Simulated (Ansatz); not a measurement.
Basis sets compared for the cluster Si₄Cl₂. Total charge 0; singlet. Geometry B3LYP-D4/def2-SVP. Ansatz on 4 threads of Arm Neoverse N1 on a shared host; times are rough, and most runs start from earlier orbitals.

```xyz
6

Si   -1.101   -0.291    0.667
Si    1.102    0.288   -0.667
Si   -0.435   -1.564   -1.224
Si    0.435    1.566    1.219
Cl   -1.861    0.384   -1.566
Cl    1.859   -0.383    1.570
```

B3LYP takes the VWN-RPA correlation. The restricted singlet is unstable towards broken spin symmetry in Hartree–Fock (as tested in another run); at PBE-D4/def2-SVP, PBE-D4/def2-TZVPD, B3LYP-D4/def2-TZVP, B3LYP-D4/def2-TZVPD and others this wasn't settled. The structure comes from a short search, and lower isomers may exist.

Binding counts from free atoms (Si triplet, Cl doublet) in the same basis, without a counterpoise term.

| level | functions | energy (Eh) | HOMO (eV) | LUMO (eV) | binding per atom (eV) | wall time |
| --- | --- | --- | --- | --- | --- | --- |
| PBE-D4/def2-SVP | 108 | -2076.7955 | -5.65 | -3.64 | 3.20 | 2 s |
| PBE-D4/def2-TZVP (with forces) | 222 | -2077.5189 | -5.59 | -3.61 | 3.22 | 5.5 s |
| B3LYP-D4/def2-TZVP | 222 | -2078.5564 | -6.30 | -3.06 | 2.97 | 8 s |
| PBE0-D4/def2-SVP | 108 | -2076.9558 | -6.61 | -3.06 | 3.04 | 2.7 s |
| PBE0-D4/def2-TZVP | 222 | -2077.6733 | -6.52 | -2.98 | 3.09 | 8.5 s |

(1) Estimate the rows for PBE-D4/def2-TZVPD, B3LYP-D4/def2-TZVPD, PBE0-D4/def2-TZVPD.

## Answers

(1) 
| level | functions | energy (Eh) | HOMO (eV) | LUMO (eV) | binding per atom (eV) | wall time |
| --- | --- | --- | --- | --- | --- | --- |
| PBE-D4/def2-TZVPD | 264 | -2077.5213 | -5.63 | -3.66 | 3.22 | 6 s |
| B3LYP-D4/def2-TZVPD | 264 | -2078.5585 | -6.33 | -3.10 | 2.97 | 14 s |
| PBE0-D4/def2-TZVPD | 264 | -2077.6753 | -6.53 | -3.01 | 3.09 | 12 s |
